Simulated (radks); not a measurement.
Task: Cu15+, configuration [Ne] 3s2 3p2. Method: Dirac Kohn-Sham, PBE, spin-unpolarised, spherical densities, point nucleus; open shells are shared between the two j in proportion to 2j + 1; speed of light set to 274.072 atomic units (2 times the physical value, a model run); computed with a radial shooting solver on a logarithmic mesh with Libxc functionals.

Spin-orbit splittings of the eigenvalues, e(l+1/2) - e(l-1/2), with zeta = 2 splitting/(2l+1) and mean radii in bohr:

shell  occ.  splitting (eV)  zeta (eV)  <r> j=l-1/2  <r> j=l+1/2
2p        6           5.119      3.413       0.2045       0.2053
3p        2               ?          ?       0.5978       0.5991

Estimate the 3p splitting.

Result: 1.041 eV (zeta = 0.6940 eV).
